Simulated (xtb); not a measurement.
tetraantimony (Sb4), SMILES [Sb]12[Sb]3[Sb]1[Sb]23. All values are semi-empirical tight-binding results from xtb (GFN2-xTB unless named), good for trends rather than for accurate numbers. Geometry optimised at GFN2-xTB.

Optimised geometry:

Bonds (Å): Sb1–Sb2 2.783, Sb1–Sb3 2.783, Sb1–Sb4 2.783, Sb2–Sb3 2.783, Sb2–Sb4 2.783, Sb3–Sb4 2.783. Bond angles (°): Sb2–Sb1–Sb3 60.0, Sb2–Sb1–Sb4 60.0, Sb3–Sb1–Sb4 60.0, Sb1–Sb2–Sb3 60.0, Sb1–Sb2–Sb4 60.0, Sb3–Sb2–Sb4 60.0, Sb1–Sb3–Sb2 60.0, Sb1–Sb3–Sb4 60.0, Sb2–Sb3–Sb4 60.0, Sb1–Sb4–Sb2 60.0, Sb1–Sb4–Sb3 60.0, Sb2–Sb4–Sb3 60.0.

For metal compounds this method's bond lengths and energies can be far off.

```json
{
 "point_group_as_xtb_finds_it": "Td",
 "orbital_gap": "2.34 eV",
 "zero_point_energy": "1.4 kcal/mol",
 "G − E(el) at 298.15 K (modified RRHO)": "-19.8 kcal/mol"
}
```

Computed atomic charges and the Wiberg bond orders between heavy atoms:
charges (e) Sb1 0.00, Sb2 0.00, Sb3 0.00, Sb4 0.00. Bond orders Sb1–Sb2 0.99, Sb1–Sb3 0.99, Sb2–Sb3 0.99, Sb1–Sb4 0.99, Sb2–Sb4 0.99, Sb3–Sb4 0.99.
